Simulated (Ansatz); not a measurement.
Abstraction of H: B2NH5 + CH4BO2 → B2NH4 + CH5BO2

Species: B2NH5 `BNB`, singlet; CH4BO2 `CO[B]O`, doublet; B2NH4 `B[N]B`, doublet; CH5BO2 `COBO`, singlet. A radical takes H: the energy is the difference in strength between the N–H bond broken and the B–H bond made.

Shapes, held fixed at every level: PBE0-D4/def2-TZVP. Flexible molecules stand in one conformer, not always the lowest. Programs: Ansatz 0.2.0. Electronic energies: no zero-point or thermal term.

| level | kind | ΔE (kJ/mol) | less CCSD(T)/CBS estimate | CPU time (sum over the molecules) |
| --- | --- | --- | --- | --- |
| MP2/def2-TZVPP | perturbation theory | +17.9 | +25.3 | – |
| HF/def2-TZVPP | Hartree–Fock | -20.7 | -13.3 | – |
| PBE0-D4/def2-TZVPP | global hybrid | -17.9 | -10.5 | 16 s |
| wB97M-V/def2-TZVPP | range-separated hybrid | -23.1 | -15.7 | 52 s |
| B2PLYP/def2-TZVPP | double hybrid | -18.2 | -10.8 | 26 s |
| CCSD(T)/def2-TZVPP | coupled cluster or CI | -9.5 | -2.1 | 3.2 min |
| CCSD(T)/CBS estimate | coupled cluster or CI | -7.4 | 0.0 | 5.6 min |

The highest level, CCSD(T)/CBS estimate, gives ΔE = -7.4 kJ/mol; the levels span -23.1 to +17.9. They disagree on the sign: 1 of 7 are positive. The column of differences is taken from that level and isn't an error. No measured value is set beside it here. Open shells run unrestricted. The CBS estimate extrapolates MP2 from def2-TZVPP and def2-QZVPP and adds CCSD(T) − MP2 in the triple-zeta set, cores frozen. Times are processor times on shared x86 and Arm servers, and rough.
